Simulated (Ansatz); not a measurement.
CH₄N (SMILES C[NH]), doublet, at a GFN2-xTB geometry. Base run: Ansatz (a quantum-chemistry and plane-wave program) with HF/cc-pVDZ.

Ansatz was given this input:
Ansatz 0.2 input:
```yaml
crystal:
  periodic: [false, false, false]
  atoms:
    - {symbol: C, position_ang: [0.05090308, 0.60657921, 0.04088531]}
    - {symbol: N, position_ang: [0.00214245, -0.78641762, 0.06273665]}
    - {symbol: H, position_ang: [-0.95624751, 1.05804230, 0.01396982]}
    - {symbol: H, position_ang: [-0.49330169, -1.14841740, -0.75166274]}
    - {symbol: H, position_ang: [0.58554129, 0.96413175, 0.92219723]}
    - {symbol: H, position_ang: [0.54359232, 0.99169139, -0.86897269]}
basis:
  gaussian:
    orbitals: cc-pVDZ
hamiltonian:
  xc: hf
magnetization: {spin_polarized: true, initial_magnetization: 1}
```

Each row names what was changed in the base input (with any setting that the change needs).

```csv
change,ΔE vs base (mEh)
base,0.000
symmetry_tolerance_ang = 0.01,0.000
occupation = up:A':6 A'':3 down:A':7 A'':1,401.8
occupation = up:A':7 A'':2 down:A':7 A'':1,0.000
occupation = up:A':8 A'':1 down:A':7 A'':1,293.1
```
